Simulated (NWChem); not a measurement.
System: CH₃BrOPb, singlet; SMILES C[O][Pb][Br]

```xyz
7

Pb     0.4510    -0.6527     0.0000
Br     0.0279     1.9646     0.0000
O     -1.5361    -1.3072     0.0006
C     -2.7333    -0.5956    -0.0004
H     -2.5932     0.5024     0.0049
H     -3.3350    -0.8524    -0.8931
H     -3.3405    -0.8603     0.8864
```
Atoms are numbered in this order, from 1.

Low-valent species are run as closed-shell singlets; no triplet was tried in these runs. Geometry: optimised at PBE0/def2-SVP. No frequency run checked for a minimum. def2 effective core potentials on Pb; no spin-orbit coupling.

**Question.** List the 4 lowest vertical singlet excitations from PBE/def2-SVPD with def2 effective core potentials on Pb, TDA (NWChem).

**Answer.** 
| state | energy (eV) | oscillator strength | leading excitation (squared amplitude) |
|---|---|---|---|
| S1 | 3.19 | 0.003 | HOMO−1 → LUMO (0.99) |
| S2 | 3.42 | 0.000 | HOMO−2 → LUMO (1.00) |
| S3 | 3.65 | 0.053 | HOMO → LUMO (0.81) |
| S4 | 4.11 | 0.025 | HOMO−3 → LUMO (0.82) |
